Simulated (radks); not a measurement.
Spherical quantum dot in the effective-mass picture: electrons in a well V = -V0 / (1 + exp((r - R)/a)) with V0 = 12.7, R = 4.88, a = 0.19, all in effective atomic units (hartree* = m*/eps^2 hartree, bohr* = eps/m* bohr), one dielectric constant everywhere. Calculated with a radial shooting solver with Libxc functionals: non-relativistic Kohn-Sham, LDA (Slater exchange, Perdew-Wang correlation), spin-polarised, spherical densities. Levels are named by radial order and angular momentum (1s, 1p, 1d, 2s, ...), and open shells are averaged over m.

N = 12, configuration 1s2 1p6 1d(up 4, down 0). This is the lowest configuration that the search found. Occupied and some empty levels:

level,occupation,eigenvalue (hartree*),<r> (bohr*)
1s up,1,-9.3360,3.108
1s down,1,-9.2871,3.084
1p up,3,-9.2106,3.268
1p down,3,-9.1588,3.259
1d up,4,-9.0015,3.400
1d down,0,-8.9483,3.398
1f up,0,-8.7213,3.511
1f down,0,-8.6675,3.512
2s up,0,-8.5859,2.226
2s down,0,-8.5622,2.224
2p up,0,-8.2154,2.590
2p down,0,-8.1845,2.583

Energy (hartree*): total -128.720, kinetic 5.6486, external -150.91, Hartree 20.056, exchange-correlation -3.5099.

Electron density:

r (bohr*),n(r) (e/bohr*^3)
0.471,0.004698
0.977,0.007937
1.48,0.01461
1.99,0.02561
2.49,0.03964
3.00,0.05007
3.50,0.04591
4.01,0.02438
4.51,0.004507
5.02,0.0001351
5.53,1.150e-06
6.03,8.218e-09
